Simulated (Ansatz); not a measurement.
Born–Oppenheimer molecular dynamics of H$_{4}$O$_{2}$Sn (7 atoms, charge 0, multiplicity 1). It starts from a relaxed structure.

All numbers below come from RKS B3LYP-D4/def2-SVP in Ansatz.

```
ensemble                      : NVE (velocity Verlet)
time step                     : 0.5 fs
steps asked                   : 150
starting velocities drawn for : 1000 K
seed                          : 605131
```

First frame:

```xyz
7
Properties=species:S:1:pos:R:3
Sn 0.016 -0.030 0.127
H 0.138 0.058 1.833
H 1.450 0.095 -0.803
O -1.284 1.422 -0.303
H -1.441 1.504 -1.254
O -0.761 -1.764 -0.481
H -1.582 -1.981 -0.018
```

How far do the bonds stretch over the last three quarters of this one trajectory? (Pairs bonded in most of those frames.)


| bond | mean (Å) | spread (Å) | shortest | longest |
| --- | --- | --- | --- | --- |
| Sn1–H2 | 1.726 | 0.010 | 1.71 | 1.75 |
| Sn1–H3 | 1.731 | 0.075 | 1.61 | 1.84 |
| Sn1–O4 | 2.005 | 0.018 | 1.98 | 2.03 |
| Sn1–O6 | 2.000 | 0.020 | 1.97 | 2.03 |
| O4–H5 | 0.972 | 0.020 | 0.94 | 1.00 |
| O6–H7 | 0.972 | 0.045 | 0.91 | 1.04 |

Mean temperature of the second half: 454 K. The conserved energy stayed within 0.66 meV per atom of its start (net change 0.35 meV per atom), so the integration is sound. Over the second half the temperature averaged 0.45 of the 1000 K drawn at the start: a run that starts near a minimum puts about half its kinetic energy into the potential. A run of 0.075 ps of so small a system gives no equilibrium averages.

Run time: 3 min on 1 thread of AMD EPYC 9R45 96-Core Processor (Zen 5), on a shared host, peak memory 0.19 GiB.
